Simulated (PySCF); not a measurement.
CH4MgS2. Atoms are numbered in the order given.

```xyz
8

Mg    -0.3413     0.1740     0.3444
S     -2.0863     1.6395     0.7118
H     -1.2657     2.6243     1.1449
S      1.3671    -1.3335     0.0085
C      1.8345    -1.0781    -1.7455
H      1.0083    -1.3057    -2.4335
H      2.6557    -1.7756    -1.9606
H      2.1982    -0.0586    -1.9356
```
Charge 0, spin multiplicity 1.

Geometry: PBE0-D3(BJ)/def2-SVP. The values are those of a single conformer.

Computed with CAM-B3LYP/def2-TZVPD (PySCF).

Mulliken values depend strongly on the basis, most of all with diffuse functions as here. Atomic charges (e):

| atom | Mulliken | meta-Löwdin |
|---|---|---|
| Mg1 | 0.64 | 1.36 |
| S2 | -0.50 | -0.78 |
| H3 | 0.14 | … |
| S4 | -0.35 | … |
| C5 | -0.70 | … |
| H6 | 0.27 | 0.12 |
| H7 | 0.23 | 0.13 |
| H8 | 0.27 | 0.12 |

Task: Fill in the missing entries. (Estimate from the structure and the level; the computed values follow.)

Result: 
- H3, meta-Löwdin: 0.09
- S4, meta-Löwdin: -0.65
- C5, meta-Löwdin: -0.38
